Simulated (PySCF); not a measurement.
## H (hydrogen, neutral) across methods

2p1, 2P determinant (an excited configuration). Calculation: PySCF 2.14, in dyall-av2z (7s2p, 13 functions); no relativity, point nucleus.

```csv
method,E (hartree),mean ε 2p α (eV),Σ⟨r²⟩ (bohr²),⟨S²⟩
TPSS,-0.0959,0.214,10.63,0.750
PBE,-0.0976,0.240,10.64,0.750
UHF,-0.07476,-2.034,10.56,0.750
r2SCANh,-0.0894,-0.011,10.62,0.750
PBE0,-0.0936,-0.391,10.62,0.750
LDA,-0.0842,0.567,10.66,0.750
r2SCAN,-0.0910,0.213,10.63,0.750
wB97X-V,-0.0848,-2.106,10.55,0.750
```

The outer electron is Rydberg-like, and this basis confines it to a smaller radius and binds it less than a complete one would.

The highest occupied level is positive at TPSS, PBE, LDA, r2SCAN: only the finite basis holds that electron, which in a density functional comes from self-interaction.
